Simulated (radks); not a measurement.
Problem. The hafnium ion Hf57+, [Ne] 3s2 3p3. Method: non-relativistic Kohn-Sham, LDA (Slater exchange, Perdew-Wang correlation), spin-polarised, spherical densities, point nucleus; computed with a radial shooting solver on a logarithmic mesh with Libxc functionals. Every spin shell is full or empty, so the densities are truly spherical. Functionals are evaluated on that one density, not self-consistently. Rank these exchange functionals by their error against the exact value of the orbitals, and give that value: LDA, PBE, PBEsol, revPBE, SOGGA, B86b, G96, EV93, TPSS, revTPSS, Tao-Mo, TASK.

Solution. Exact: -142.377 hartree. From best to worst, with 100 (|E| - |E exact|)/|E exact| (equal figures are ties): TPSS +0.09, revPBE -0.10, B86b +0.12, G96 +0.34, Tao-Mo -0.43, PBE -0.45, revTPSS -0.70, EV93 +0.74, TASK -2.87, PBEsol -3.02, SOGGA -3.06, LDA -6.89.
